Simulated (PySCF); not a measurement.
Atoms are numbered as in `[F:1][C:2]1=[CH:3][SiH2:4][C@@H:5]1[Cl:6]`; H(Xn) means a hydrogen on atom n. Ha(Si4) is cis to Cl6 on the ring; Hb(Si4) is trans to Cl6 on the ring.

[PySCF 2.14.0 with density-fitted response routines: PBE0/pcSseg-1 with gauge-including orbitals; structure optimised with GFN2-xTB; no solvent; non-relativistic Hamiltonian; one conformer]

Referencing at the same level of theory: 13C (σref 186.93), 1H (σref 31.72), 29Si (σref 349.16) vs TMS; 19F (σref 170.95) vs CFCl3; 35Cl (σref 949.78) vs HCl.

```tsv
atoms	nucleus	count	δ (ppm)
C3	13C	1	?
Hb(Si4)	1H	1	4.73
H(C5)	1H	1	4.47
C2	13C	1	?
Ha(Si4)	1H	1	4.43
F1	19F	1	-49.9
Cl6	35Cl	1	127
C5	13C	1	?
H(C3)	1H	1	5.13
Si4	29Si	1	-55.6
```

**Question.** Complete the table.

**Answer.** 
- C2: 175.2 ppm, fully substituted alkene carbon
- C3: 113.3 ppm, alkene CH; as expected for a trigonal carbon in a double bond
- C5: 53.6 ppm, allylic sp3 CH bonded to Cl and Si; the inductive effect lowers its shielding

Carbons that carry Cl, above all several Cl atoms, come out too deshielded, partly because spin–orbit coupling is missing. Shifts are as computed. Against solution values, carbons near 30 ppm lie about +3 ppm off and those near 130 ppm about +5 ppm; carbons on Cl a further +6 ppm. Of 1211 compounds with measured shifts, 218 miss one by over three times the rms of a fit or turn the order of signals round; such compounds aren't used in these exercises. Unscaled 19F shifts against computed CFCl3 carry errors that often reach 10 to 50 ppm.
